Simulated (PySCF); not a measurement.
Compound: C₄H₇FO₃S.
Z-matrix (Å and degrees, GFN2-xTB geometry), rows numbered from 1:
```
C 
C   1  1.5199
F   2  1.3968  1  107.90
C   2  1.5399  1  114.51  3  -118.11
C   4  1.5090  2  104.75  1  -165.68
S   5  1.8164  4   99.60  2    42.29
O   6  1.4208  5  113.96  4  -145.20
O   6  1.4258  5  109.54  4    79.63
O   2  1.3772  1  111.51  3   117.34
H   1  1.0853  2  109.35  3  -177.49
H   1  1.0866  2  109.64  3    61.51
H   1  1.0866  2  108.90  3   -58.16
H   4  1.0896  2  109.71  1    72.14
H   4  1.0901  2  108.57  1   -48.20
H   5  1.0826  4  114.51  2   157.96
H   5  1.0856  4  113.26  2   -72.02
```

NICS is the negative of the GIAO shielding at a point without a nucleus: at the ring centre (0) and 1 Å above and below it (1); zz is the component along the ring normal. Level: GIAO PBE0/pcSseg-1 (PySCF, non-relativistic, gas phase) on the GFN2-xTB geometry, one conformer.

Ring bond lengths (Å), with Mayer bond orders in brackets: C2–C4 1.540 (0.98), C4–C5 1.509 (1.01), C5–S6 1.816 (0.90), S6–O9 1.643 (0.84), O9–C2 1.377 (0.94).

Problem. What do the NICS probes read (ppm)?

Solution. 
| ring | type | NICS(0) | NICS(1), two faces | NICS(1)zz, two faces | rms pucker (Å) | centre to ring atoms, mean (Å) |
| --- | --- | --- | --- | --- | --- | --- |
| C2–C4–C5–S6–O9 | 5-membered ring with O and S; formal bonds all single | -6.8 | -2.8 / -4.2 | -2.0 / -3.1 | 0.20 | 1.32 |

Problem. What can be read from them?

Solution. 
- C2–C4–C5–S6–O9: mean NICS(1)zz -2.6 ppm, near zero. C2, C4, C5, S6 have four or more neighbours, so the value isn't read as a sign of a π ring current.

Problem. At the first NICS(1) probe listed for ring C2–C4–C5–S6–O9, 1 Å off the ring, what do the in-plane components average?

Solution. The isotropic value is a third of the trace: (3 × -2.8 − (-2.0))/2 = -3.2 ppm.

Problem. Give the inner angles of the rings and the Hirshfeld charges of the ring atoms.

Solution. 
- C2–C4–C5–S6–O9: C2 109.1° (+0.169 e), C4 104.7° (-0.085 e), C5 99.6° (-0.073 e), S6 95.3° (+0.560 e), O9 112.6° (-0.139 e); sum 521.4° against 540° for a flat convex ring.

The run took 38 s wall (with the writing of density and orbital grids) on Arm Neoverse V1, one thread, no GPU, shared host with 32 logical CPUs at a one-minute load of 21, and the process peaked at 0.96 GiB of memory. This is the whole shielding run at PBE0/pcSseg-1, SCF included.
